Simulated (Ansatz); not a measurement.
# Which method gave which barrier?

Saddle point of GePNH8, singlet (GeNH₅ ([NH2][GeH3]) + PH₃ → GePH₅ ([PH2][GeH3]) + NH₃; bonds formed: Ge1–P7, N2–H6; bonds broken: Ge1–N2, H6–P7), PBE0-D4/def2-TZVP structure:

Ge1  (-0.790, -0.171, -1.061)
N2  (0.691, 1.018, -0.496)
H3  (-0.283, -1.575, -1.355)
H4  (-2.051, 0.115, -0.258)
H5  (-0.973, 0.539, -2.449)
H6  (0.888, 0.645, 0.515)
P7  (0.205, -0.841, 1.700)
H8  (1.513, 0.914, -1.084)
H9  (0.424, 1.998, -0.490)
H10  (-0.558, -0.658, 2.876)
H11  (0.934, -1.983, 2.102)
(Å)

Computed with Ansatz 0.2.0 (basis: def2-TZVPP, with def2-QZVPP for the basis limit); correlated methods freeze the cores. Filled d shells of the heavier atoms are correlated. The def2 sets are not built for correlating such inner shells, so the correlated values are less sure here. Extrapolation: Hartree–Fock as exp(−7.88 √X), correlation as X^−2.97. Four methods, as single points on the PBE0-D4 structures, gave these electronic barriers from the start structure: 26.77, 35.52, 40.75, 49.10 kcal/mol.

Task: The methods were, in alphabetical order, BHLYP-D4, HF, r2SCAN-D4, SPW92. Which gave which? (A judgement: the text doesn't fix the answer.)

Result: By the calculation: SPW92 26.77; r2SCAN-D4 35.52; BHLYP-D4 40.75; HF 49.10 kcal/mol. For comparison, CCSD(T) at an estimated basis limit (MP2 extrapolated from triple and quadruple zeta, plus CCSD(T) − MP2 in triple zeta) gives 39.44 kcal/mol.

The T1 diagnostic stays at or below 0.012.

Labels in which every atom is bracketed show which atoms are joined, not bond orders.

For scale, one of the runs: CCSD(T)/def2-TZVPP, 233 basis functions, launched by `ansatz run in.yaml --threads 4 --pin off --events-out ev --progress --plain --max-ram 9574MiB`. The run took 3.5 min on 4 CPU threads of an AMD EPYC (shared host), with 4 GiB of host memory at its peak.
